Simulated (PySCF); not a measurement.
CoI₂: bending curve

All numbers come from UB3LYP/[Co def2-SVP, I def2-SVP with ECP28], scalar-relativistic core potentials, density fitting, no spin–orbit coupling, PySCF.

Rigid scan from the quartet minimum (Co–I 2.443 Å (×2); I–Co–I 180.0°). Coordinate: the I–Co–I angle, bonds fixed. Energies in kJ/mol from the minimum.

```json
{"bond angle (°)": "80", "E (kJ/mol)": "188.9", "dipole size (D)": "4.62", "⟨S²⟩": "3.76"}
{"bond angle (°)": "90", "E (kJ/mol)": "121.2", "dipole size (D)": "4.25", "⟨S²⟩": "3.76"}
{"bond angle (°)": "100", "E (kJ/mol)": "82.7", "dipole size (D)": "3.80", "⟨S²⟩": "3.76"}
{"bond angle (°)": "110", "E (kJ/mol)": "58.4", "dipole size (D)": "3.32", "⟨S²⟩": "3.76"}
{"bond angle (°)": "120", "E (kJ/mol)": "40.4", "dipole size (D)": "2.84", "⟨S²⟩": "3.76"}
{"bond angle (°)": "130", "E (kJ/mol)": "27.0", "dipole size (D)": "2.35", "⟨S²⟩": "3.76"}
{"bond angle (°)": "140", "E (kJ/mol)": "17.0", "dipole size (D)": "1.87", "⟨S²⟩": "3.76"}
{"bond angle (°)": "150", "E (kJ/mol)": "9.5", "dipole size (D)": "1.39", "⟨S²⟩": "3.76"}
{"bond angle (°)": "160", "E (kJ/mol)": "4.2", "dipole size (D)": "0.92", "⟨S²⟩": "3.76"}
{"bond angle (°)": "170", "E (kJ/mol)": "1.1", "dipole size (D)": "0.46", "⟨S²⟩": "3.76"}
{"bond angle (°)": "180", "E (kJ/mol)": "0.1", "dipole size (D)": "0.00", "⟨S²⟩": "3.76"}
```

Open d and f shells are described by one determinant, and the ground state may have another occupation or spin. With an element this heavy the missing spin–orbit coupling can shift these numbers.

Other isomers or separated fragments may lie lower.

The scan took 26 s on 2 threads of a shared Arm Neoverse V1 host; the process peaked at 0.82 GiB.
